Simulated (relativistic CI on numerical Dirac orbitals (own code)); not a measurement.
**What each ingredient does to the levels of Ir L**

Base calculation: Dirac-Coulomb-Breit CI, KLI orbitals optimised for each configuration, model QED, unscaled Slater integrals.

Configuration list (outside the closed core [Ne]): 3s²3p⁶3d¹⁰, 3s²3p⁶3d⁹4s, 3s²3p⁶3d⁹4p, 3s²3p⁶3d⁹4d, 3s²3p⁵3d¹⁰4s, 3s²3p⁶3d⁹4f, 3s²3p⁵3d¹⁰4p, 3s²3p⁶3d⁸4s², 3s²3p⁵3d¹⁰4d, 3s²3p⁶3d⁸4s4p, 3s3p⁶3d¹⁰4s, 3s²3p⁶3d⁹5s, 3s²3p⁵3d¹⁰4f, 3s²3p⁶3d⁸4p², 3s²3p⁶3d⁸4s4d, 3s²3p⁶3d⁹5p, 3s3p⁶3d¹⁰4p, 3s²3p⁵3d⁹4s², 3s²3p⁶3d⁹5d, 3s²3p⁶3d⁸4p4d, 3s²3p⁶3d⁹5f, 3s²3p⁶3d⁹5g, 3s²3p⁵3d⁹4s4p, 3s3p⁶3d¹⁰4d, 3s²3p⁶3d⁸4d², 3s²3p⁵3d⁹4p², 3s²3p⁵3d⁹4s4d, 3s3p⁶3d¹⁰4f, 3s3p⁶3d⁹4s², 3s²3p⁵3d¹⁰5s, 3s²3p⁶3d⁹6s, 3s²3p⁴3d¹⁰4s², 3s²3p⁶3d⁹6p, 3s²3p⁵3d⁹4p4d, 3s²3p⁵3d¹⁰5p, 3s²3p⁶3d⁹6d. Levels of other configurations are missing.

The lowest level and the first level of each name with at least 55 % of one term (blank where a level has no safe partner in the second run):

```tsv
Level	Base (eV)	Shift (eV)
3s²3p⁶3d¹⁰ ¹S0	0.00	0.00
3s²3p⁶3d⁹4s ³D3	1738.68	-0.07
3s²3p⁶3d⁹4s ¹D2	1740.68	-0.27
3s²3p⁶3d⁹4s ³D1	1819.42	-0.09
3s²3p⁶3d⁹4s ³D2	1820.69	-0.24
3s²3p⁶3d⁹4p ³F°2	1923.28	-0.04
3s²3p⁶3d⁹4p ³F°4	1969.54	+0.03
3s²3p⁶3d⁹4p ¹P°1	1972.77	-0.22
3s²3p⁶3d⁹4p ³D°3	1975.03	-0.52
3s²3p⁶3d⁹4p ³P°0	2046.81	+0.43
3s²3p⁶3d⁹4d ¹P1	2151.55	+0.36
3s²3p⁶3d⁹4d ³G5	2153.34	+0.15
3s²3p⁶3d⁹4d ³D3	2157.60	-0.24
3s²3p⁶3d⁹4d ³F4	2159.62	-0.46
```

At this charge energies of transitions that change n are usually good to better than 1 %, and those within a shell (Δn = 0) to a few per cent.

Question: One thing was changed in a second run, which moved the levels as shown. Which?
A. QED terms removed
B. configuration mixing switched off
C. valence Slater integrals scaled by 0.9
D. Breit term removed

Answer: C. Valence Slater integrals scaled by 0.9. Scaling acts on the splittings between terms and on the mixing, and leaves the fine structure of pure LS terms nearly alone; in jj coupling it moves the levels of one term differently.

LS names give the leading component of a level, which can be under half, so a name can repeat, a term be missing and a line seem to break the LS rules.
